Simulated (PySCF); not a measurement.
# The second ionisation energy along the third row

All values are computed (PySCF 2.14, energy differences of UHF-based or UKS calculations, no spin-orbit coupling). Values in eV. The last column holds reference values (NIST; (s) semi-empirical, (t) theoretical, else measured). Unmarked ones compare directly (S terms, centres of terms, or small fine structure); those marked * lie between the lowest fine-structure levels and include a spin-orbit shift.

| element | configurations | LDA | PBE | PBE0 | r2SCAN | MP2 (valence) | SCS-MP2 (valence) | reference |
| --- | --- | --- | --- | --- | --- | --- | --- | --- |
| Mg (aug-cc-pVQZ with one added diffuse shell each of s, p, d, f, g type, non-relativistic) | [Ne] 3s1 → [Ne] | 15.354 | 15.342 | 15.236 | 15.019 | n/a | n/a | 15.035 |
| Al (aug-cc-pV(Q+d)Z with one added diffuse shell each of s, p, d, f, g type, non-relativistic) | [Ne] 3s2 → [Ne] 3s1 | 18.899 | 18.763 | 18.656 | 18.380 | 18.314 | 18.473 | 18.829 |
| P (aug-cc-pV(Q+d)Z with one added diffuse shell each of s, p, d, f, g type, non-relativistic) | [Ne] 3s2 3p2 → [Ne] 3s2 3p1 | 19.825 | 19.786 | 19.823 | 19.947 | 19.655 | 19.565 | 19.769 (s) * |
| S (aug-cc-pV(Q+d)Z with one added diffuse shell each of s, p, d, f, g type, non-relativistic) | [Ne] 3s2 3p3 → [Ne] 3s2 3p2 | 23.410 | 23.319 | 23.387 | 23.517 | 23.388 | 23.197 | 23.338 * |
| Cl (aug-cc-pV(Q+d)Z with one added diffuse shell each of s, p, d, f, g type, non-relativistic) | [Ne] 3s2 3p4 → [Ne] 3s2 3p3 | 23.984 | 23.850 | 23.845 | 23.807 | 23.497 | 23.606 | 23.771 |
| Ar (aug-cc-pV(Q+d)Z with one added diffuse shell each of s, p, d, f, g type, non-relativistic) | [Ne] 3s2 3p5 → [Ne] 3s2 3p4 | 27.833 | 27.597 | 27.611 | 27.668 | 27.498 | 27.517 | 27.630 * |

Q: Fill in the row of Si (aug-cc-pV(Q+d)Z with one added diffuse shell each of s, p, d, f, g type, non-relativistic) ([Ne] 3s2 3p1 → [Ne] 3s2).

A: LDA 16.369; PBE 16.413; PBE0 16.438; r2SCAN 16.539; MP2 (valence) 16.137; SCS-MP2 (valence) 16.129; reference 16.322 (eV).

"Valence" correlates the outer s and p shells and, in groups 3 to 12 and the f block, the outer d or f shell, open or full, or the next shell where the ion has no valence electron left; the wider scheme adds the next inner shell.
